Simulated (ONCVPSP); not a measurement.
## Configuration tests for Bi (Z = 83) (ONCV)

bismuth (Bi), optimised norm-conserving Vanderbilt (ONCV), made with ONCVPSP 4.0.1 (PBEsol, scalar-relativistic). Core [Xe] 4f14, reference 5d10 6s2 6p2.5 (charge +0.5). Waves: 6s: rc 2.00 bohr, ncon 4, nbas 8, qcut 3.3 1/bohr, 1 projector; 6p: rc 2.15 bohr, ncon 4, nbas 7, qcut 4.6 1/bohr, 2 projectors, debl 1.3 Ha; 5d: rc 1.80 bohr, ncon 3, nbas 8, qcut 10.2 1/bohr, 2 projectors, debl 3.5 Ha. Local part: polynomial inside 1.70 bohr (lpopt 2, dvloc0 0 Ha). Core correction: none.

Energies are relative to the spin-unpolarised reference configuration 5d10 6s2 6p2.5; without spin polarisation the order of configurations can differ from experiment.

```json
{"valence configuration": "5d10 6s2 6p3", "charge": "0", "ΔE all-electron (eV)": "-3.113", "error AE − PS (meV)": "+1.3"}
{"valence configuration": "5d10 6s2 6p1", "charge": "+2", "ΔE all-electron (eV)": "20.127", "error AE − PS (meV)": "-11"}
```

Q: What are ΔE and the potential's error for 5d10 6s2 6p2?

A: ΔE = 4.836 eV all-electron; the error (AE − PS) is -2.4 meV.

Q: What are ΔE and the potential's error for 5d9 6s2 6p3?

A: ΔE = 30.199 eV all-electron; the error (AE − PS) is -99 meV.

Note: no bound ghost flagged; GHOST(+) flagged for s at 13.8 eV, p at 82.7 eV.
